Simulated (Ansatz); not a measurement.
Gas-phase electronic energies from Ansatz, PBE0-D4/def2-TZVP geometries. CCSD(T)/CBS adds triple-zeta CCSD(T) − MP2 to the extrapolated MP2 energy (def2 sets, frozen cores). Functionals use def2-TZVPP. B3LYP here is the variant with VWN-RPA as its local correlation; programs differ in this. For Se outer-core shells are correlated without core-valence functions, which leaves a few kJ/mol of doubt a bond. Scalar relativity is left out up to krypton. Each species was taken in one conformer, which may not be the lowest.

Reaction (ligand exchange at the Al–C bond): `CO[CH2][AlH][F]` + H₂Se → `[F][AlH][SeH]` + `COC`

`CO[CH2][AlH][F]`:

Cartesian coordinates in Å:
```
C 0.816 -0.649 1.215
O 1.076 -0.585 -0.154
C 0.445 0.535 -0.757
Al -1.503 0.249 -0.934
F -2.421 1.499 -1.509
H 1.218 0.226 1.746
H 1.286 -1.552 1.606
H -0.267 -0.703 1.425
H 0.710 1.466 -0.231
H 0.877 0.634 -1.760
H -2.240 -1.118 -0.647
```

H₂Se:

```xyz
3

Se    0.242   -0.376   -0.519
H    -1.035    0.291   -0.242
H     0.794    0.084    0.760
```

`[F][AlH][SeH]`:

Cartesian coordinates in Å:
```
F 0.446 0.114 2.132
Al -0.196 0.079 0.616
Se 1.296 -0.277 -1.100
H -1.741 0.284 0.423
H 0.195 -0.201 -2.071
```

`COC`:

Z-matrix (Å, degrees):
```
C
O 1 1.399
H 1 1.090 2 107.7
H 1 1.100 2 111.6 3 119.4
H 1 1.100 2 111.6 3 -119.4
C 2 1.399 1 112.1 3 -180.0
H 6 1.100 2 111.6 1 60.6
H 6 1.090 2 107.7 1 -179.9
H 6 1.100 2 111.6 1 -60.5
```

```json
{"level": "PBE0-D4", "ΔE (kJ/mol)": "-144.9"}
{"level": "B3LYP-D4", "ΔE (kJ/mol)": "-140.5"}
{"level": "PBE0", "ΔE (kJ/mol)": "-146.5"}
{"level": "B3LYP", "ΔE (kJ/mol)": "-143.2"}
{"level": "MP2/def2-TZVPP", "ΔE (kJ/mol)": "-150.1"}
{"level": "SCS-MP2/def2-TZVPP", "ΔE (kJ/mol)": "-148.7"}
{"level": "SCS-MP2/def2-QZVPP", "ΔE (kJ/mol)": "-150.2"}
{"level": "MP2/CBS(def2)", "ΔE (kJ/mol)": "-153.1"}
```

What does CCSD(T)/CBS give? (Best estimate.)

Computed: -147.8 kJ/mol. The listed levels differ from it by 2.9, 7.3, 1.3, 4.6, -2.3, -0.9, -2.4, -5.3 kJ/mol.

Largest T1 diagnostic among the species: 0.012.

From PBE to PBE0 (25 % exact exchange), in def2-TZVPP and without D4, ΔE moves by −7.1 kJ/mol. In def2-TZVPP, CCSD(T) changes the Hartree–Fock value by +16.3 kJ/mol (the triples alone add +1.7 kJ/mol) and MP2 by +11.0 kJ/mol.
